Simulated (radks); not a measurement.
Results of a calculation; reference values are marked as such.
Task: The gold ion Au9+ is in [Xe] 4f14 5d(3/2: 2, 5/2: 0). Level of theory: Dirac Kohn-Sham, BLYP, spin-unpolarised, spherical densities, finite nucleus; Fermi nuclear charge, rms radius of each element as measured or else 0.836 A^(1/3) + 0.57 fm (a radial shooting solver on a logarithmic mesh with Libxc functionals). Sub-shells are occupied by j as written (lower j first in brackets). One electron is removed from 4f7/2, 5d3/2, 5p1/2, 5p3/2 in turn, with full relaxation. Which removal costs least, and what does each cost?

Result: 5d3/2 149.17 eV; 5p3/2 206.19 eV; 5p1/2 225.75 eV; 4f7/2 246.25 eV. The 5d3/2 electron leaves first.
